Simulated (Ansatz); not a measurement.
CHNZn from Hartree–Fock to CCSD(T)

```xyz
4

C     0.079    0.116   -0.950
N     0.463   -0.938   -1.185
Zn   -0.264   -0.279    2.870
H    -0.278    1.100   -0.735
```

Total charge 0; spin multiplicity 1. For Zn the d shell is correlated and the shells below it are frozen. Scalar relativity is left out up to krypton. The bonds changed during the relaxation, so this is another structure than the one it started from. Geometry: relaxed with PBE0-D4/def2-TZVP. Frozen core, restricted reference, Ansatz.

```tsv
basis	HF (Eh)	MP2 corr.	CCSD corr.	(T)	CCSD(T) total
def2-SVP	-1870.36091	-0.57265	-0.57003	-0.01965	-1870.95059
def2-TZVPP	-1870.71833	-0.83286	-0.79810	-0.03124	-1871.54767
def2-QZVPP	-1870.76221	-0.89186	–	–	–
```
